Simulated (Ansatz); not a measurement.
Series SiClX3: binding per atom (eV) at several levels, gas phase, relaxed structures; Ansatz. Binding counts from free atoms in the multiplicity of their measured ground term, without zero-point energy. A dash marks a value that wasn't run or was left out as unsound. The structures are stationary points that may keep the symmetry of their start.

```csv
species,state,geometry,PBE-D4/def2-SVP,PBE-D4/def2-TZVP,r2SCAN-D4/def2-TZVP,B3LYP-D4/6-31G,PBE0-D4/def2-TZVP
SiCl(vinyl)3 (C6H9ClSi),singlet,PBE-D4/def2-SVP,4.44,4.41,4.32,4.16,4.34
SiCl(NHMe)3 (C3H12ClN3Si),singlet,r2SCAN-D4/def2-SVP,3.97,3.96,3.87,3.68,3.89
SiCl(OAc)3 (C6H9ClO6Si),singlet,r2SCAN-D4/def2-SVP,4.87,4.82,4.69,4.28,4.68
SiClEt3 (C6H15ClSi),singlet,r2SCAN-D4/def2-SVP,4.10,4.07,4.03,3.92,4.04
```

Estimate the column for HF/6-31G.

SiCl(NHMe)3 (C3H12ClN3Si) 2.48; SiCl(OAc)3 (C6H9ClO6Si) 2.78; SiClEt3 (C6H15ClSi) 2.90.
